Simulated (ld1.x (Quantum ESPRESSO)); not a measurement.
**LDA (PZ) RRKJ dataset for Te (Z = 52), scalar-relativistic all-electron reference.**

ld1.x (Quantum ESPRESSO) 7.5 input, shortened:

```
&input
   title='Te', zed=52., rel=1, dft='PZ', iswitch=3,
   config='[Kr] 4d10 5s1 5p5 5d-2'
 /
 &inputp
   pseudotype=2, tm=.false., rho0=0.02, lloc=-1, rcloc=1.85,
   nlcc=.true., rcore=0.85
 /
3
5S  1  0   1.00   0.00  1.80  1.80  0.0
5P  2  1   5.00   0.00  1.90  1.90  0.0
5D  3  2  -2.00   0.35  2.10  2.10  0.0
 &test
   configts(1)='5s1 5p5'
 /
```

All-electron outer shells of the reference configuration (LDA (PZ), scalar-relativistic, ld1.x):

```csv
shell,level (eV),outermost node (bohr),outermost maximum (bohr)
4p,-115.58,0.38,0.74
4d,-43.03,0.36,0.81
5s,-16.12,0.91,1.77
5p,-6.66,1.00,2.14
```

Estimate the cutoffs (Ry, on a coarse ladder) from which the occupation-weighted sum of valence levels, in a spherical-Bessel basis at the reference potential, stays within 10 and 1 mRy of its value at 400 Ry.

40 Ry and 50 Ry.

Does the potential have ghost states?

Ghost state, extra bound levels that the all-electron valence spectrum of the same l lacks: s at -8.0 eV. A true bound ghost makes a file unfit for plane-wave use.

Which valence shell sets the plane-wave cutoff?

5s: its level needs 50 Ry to come within 1 mRy, against 25 Ry for 5p.

Tests: 5s2 5p4; 5s2 5p3; 5s2 5p2; 5s0 5p6; 5s2 5p3.5; 5s2 5p4.3; 5s1 5p4. Which has the largest error in its energy relative to the reference configuration, and how large is it?

5s0 5p6, with -9.3 meV (all-electron minus pseudo) on +9.56 eV.
